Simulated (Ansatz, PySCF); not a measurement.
Reaction R1 + 2 R2 → P1, each structure at its B3LYP-D3(BJ)/def2-TZVP stationary point, reached from a drawn start (curvature not checked).
R1: O2Sn (SMILES [O]=[Sn]=[O]), charge 0, multiplicity 1.
P1: H4O4Sn (SMILES [OH][Sn]([OH])([OH])[OH]), charge 0, multiplicity 1.
R2: H2O (SMILES O), charge 0, multiplicity 1.

P less R. No zero-point or thermal terms; no spin–orbit coupling. One arrangement of each flexible species, with no search for the lowest.

Frozen-core correlation throughout. In cc and def2 sets filled d and f shells under p-block atoms count as core.

Codes used: Ansatz (Gaussian orbitals); PySCF for the D3/D4 terms. Each number belongs to the level named beside it. Elements past Kr take the def2 small-core potentials, without spin–orbit coupling.

Total energies in hartree:

```
structure  PBE/def2-TZVPP  B3LYP-D3(BJ)/def2-TZVPP  CCSD(T)/def2-TZVPP
---------  --------------  -----------------------  ------------------
R1            -364.607519              -364.814488         -363.636396
P1            -517.510160              -517.908131         -516.480517
R2             -76.380147               -76.467236          -76.336963
```

Question: Work out the reaction energy at each level in kcal/mol (1 hartree = 627.50947 kcal/mol), and say how far PBE/def2-TZVPP lies from CCSD(T)/def2-TZVPP.

Answer: 
- PBE/def2-TZVPP: (-517.510160) − (-364.607519) − 2 × (-76.380147) = -0.142347 hartree = -89.32 kcal/mol
- B3LYP-D3(BJ)/def2-TZVPP: (-517.908131) − (-364.814488) − 2 × (-76.467236) = -0.159171 hartree = -99.88 kcal/mol
- CCSD(T)/def2-TZVPP: (-516.480517) − (-363.636396) − 2 × (-76.336963) = -0.170195 hartree = -106.80 kcal/mol
PBE/def2-TZVPP less CCSD(T)/def2-TZVPP: 17.48 kcal/mol. CCSD(T)/def2-TZVPP is the level counted from, the highest shown, and no exact or measured value.

Ansatz is a quantum-chemistry and plane-wave program.
